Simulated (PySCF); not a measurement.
PySCF input file for ZnBr, SMILES [Zn+][Br], charge +1, B3LYP/pcSseg-2. Geometry optimised at PBE0-D3(BJ)/def2-TZVP. The multiplicity is an assumed one; other spin states were not compared.

```python
import numpy as np
from pyscf import gto, scf, dft
from pyscf.prop.nmr import rks as nmr

mol = gto.M(
    atom='''
    Zn    0.00000000    0.00000000   -1.18054837
    Br    0.00000000    0.00000000    1.01189861
    ''',
    basis='pcSseg-2',
    charge=1,
    spin=0,
    max_memory=1600,
    verbose=3,
)
mf = dft.RKS(mol, xc='b3lyp')
mf.grids.level = 3
mf.conv_tol = 1e-10
mf.max_cycle = 100
mf.kernel()
n = nmr.NMR(mf)
n.verbose = 2
n.max_cycle_cphf = 60
sigma = n.kernel()
print('atom   isotropic/ppm   span/ppm')
for i, s in enumerate(sigma):
    w = np.linalg.eigvalsh((s + s.T) / 2)
    print(f'{mol.atom_symbol(i):2s}{i + 1:3d} {w.mean():14.3f} {w[2] - w[0]:11.3f}')
```

Program output:

```
converged SCF energy = -4353.42524017477
atom   isotropic/ppm   span/ppm
Zn  1       2386.113     207.694
Br  2       1378.869    2626.624
```

The calculation finished and met its thresholds.
